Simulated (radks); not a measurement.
The numbers below are computed, except where a source is named.
Effect of the nuclear size on neutral silver, [Kr] 4d10 5s1. Code: a radial shooting solver on a logarithmic mesh with Libxc functionals. Model: Dirac Kohn-Sham, LDA (Slater exchange, Perdew-Wang correlation), spin-unpolarised, spherical densities, finite nucleus; Fermi nuclear charge, rms radius 4.5454 fm. The rms radius is varied about that value; shifts are against it.

rms radius (fm)  total energy shift (eV)  density at nucleus (e/bohr^3)  1s1/2 shift (meV)  2s1/2 shift (meV)  3p1/2 shift (meV)  4s1/2 shift (meV)  4p1/2 shift (meV)  5s1/2 shift (meV)
3.8181                            -0.831                      1.486e+05               -350              -39.1              0.440              -1.38              0.083             -0.075
4.3954                            -0.182                      1.458e+05              -76.5              -8.54              0.096             -0.301              0.018             -0.016
4.5454                                 0                      1.451e+05              0.000              0.000              0.000              0.000              0.000              0.000
4.8863                             0.432                      1.437e+05                182               20.3             -0.229              0.717             -0.043              0.039
5.4181                              1.16                      1.417e+05                489               54.6             -0.614               1.93             -0.116              0.104

Slopes of the eigenvalues against <r^2> in GHz/fm^2, as finite differences over the two radii next to the reference (eigenvalue slopes, not the field-shift constants of lines): 1s1/2 13700, 2s1/2 1530, 3p1/2 -17.3, 4s1/2 54.1, 4p1/2 -3.25, 5s1/2 2.92.
